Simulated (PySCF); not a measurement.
# F(2+) (fluorine, charge +2) across methods

[He] 2s1 2p4, high-spin 4P determinant (an excited configuration). Calculation: PySCF 2.14, in x2c-QZVPPall (7s4p3d2f1g, 57 functions); the spin-free X2C one-electron Hamiltonian (Gaussian nucleus).

```json
{"method": "LC-wPBE", "E (hartree)": "-97.1927", "mean ε 2s α (eV)": "-76.599", "mean ε 2p α (eV)": "-56.964", "mean ε 2p β (eV)": "-50.530", "Σ⟨r²⟩ (bohr²)": "5.107", "⟨S²⟩": "3.751"}
{"method": "UHF", "E (hartree)": "-97.00653", "mean ε 2s α (eV)": "-88.239", "mean ε 2p α (eV)": "-63.599", "mean ε 2p β (eV)": "-52.304", "Σ⟨r²⟩ (bohr²)": "5.054", "⟨S²⟩": "3.753"}
{"method": "PBE0", "E (hartree)": "-97.1662", "mean ε 2s α (eV)": "-75.034", "mean ε 2p α (eV)": "-54.539", "mean ε 2p β (eV)": "-47.287", "Σ⟨r²⟩ (bohr²)": "5.084", "⟨S²⟩": "3.751"}
{"method": "r2SCAN", "E (hartree)": "-97.2322", "mean ε 2s α (eV)": "-72.868", "mean ε 2p α (eV)": "-52.493", "mean ε 2p β (eV)": "-45.525", "Σ⟨r²⟩ (bohr²)": "5.065", "⟨S²⟩": "3.752"}
{"method": "PBE", "E (hartree)": "-97.1598", "mean ε 2s α (eV)": "-70.420", "mean ε 2p α (eV)": "-51.300", "mean ε 2p β (eV)": "-45.098", "Σ⟨r²⟩ (bohr²)": "5.110", "⟨S²⟩": "3.751"}
{"method": "MN15", "E (hartree)": "-97.2575", "mean ε 2s α (eV)": "-73.502", "mean ε 2p α (eV)": "-55.010", "mean ε 2p β (eV)": "-49.299", "Σ⟨r²⟩ (bohr²)": "5.076", "⟨S²⟩": "3.751"}
{"method": "M06", "E (hartree)": "-97.2216", "mean ε 2s α (eV)": "-74.789", "mean ε 2p α (eV)": "-54.335", "mean ε 2p β (eV)": "-47.592", "Σ⟨r²⟩ (bohr²)": "5.056", "⟨S²⟩": "3.751"}
{"method": "LDA", "E (hartree)": "-96.5795", "mean ε 2s α (eV)": "-69.927", "mean ε 2p α (eV)": "-51.315", "mean ε 2p β (eV)": "-44.732", "Σ⟨r²⟩ (bohr²)": "5.135", "⟨S²⟩": "3.752"}
```

**Question.** Estimate the same row for BHandHLYP.

**Answer.** E (hartree) = -97.2236; mean ε 2s α (eV) = -79.312; mean ε 2p α (eV) = -57.544; mean ε 2p β (eV) = -49.679; Σ⟨r²⟩ (bohr²) = 5.073; ⟨S²⟩ = 3.752.
